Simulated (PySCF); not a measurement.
C2H5BN2, SMILES NB1C=NC1.

Geometry: PBE0-D3(BJ)/def2-SVP. This is a generated structure with no PubChem entry under its InChIKey; it may be hypothetical. Other conformers were not sampled.

The numbers are results of CAM-B3LYP/def2-TZVP (PySCF), not measurements.

Symmetry labels are those of the subgroup Cs that the program uses (full group Cs).

Computed valence orbital energies around the gap with their symmetry:
```json
[
 {"orbital": "HOMO−7", "symmetry": "A'", "energy (eV)": "-15.79"},
 {"orbital": "HOMO−6", "symmetry": "A'", "energy (eV)": "-14.83"},
 {"orbital": "HOMO−5", "symmetry": "A\"", "energy (eV)": "-13.59"},
 {"orbital": "HOMO−4", "symmetry": "A'", "energy (eV)": "-12.54"},
 {"orbital": "HOMO−3", "symmetry": "A\"", "energy (eV)": "-10.44"},
 {"orbital": "HOMO−2", "symmetry": "A'", "energy (eV)": "-9.88"},
 {"orbital": "HOMO−1", "symmetry": "A\"", "energy (eV)": "-9.62"},
 {"orbital": "HOMO", "symmetry": "A'", "energy (eV)": "-8.32"},
 {"orbital": "LUMO", "symmetry": "A\"", "energy (eV)": "0.22"},
 {"orbital": "LUMO+1", "symmetry": "A'", "energy (eV)": "1.38"},
 {"orbital": "LUMO+2", "symmetry": "A'", "energy (eV)": "2.52"},
 {"orbital": "LUMO+3", "symmetry": "A'", "energy (eV)": "2.68"}
]
```
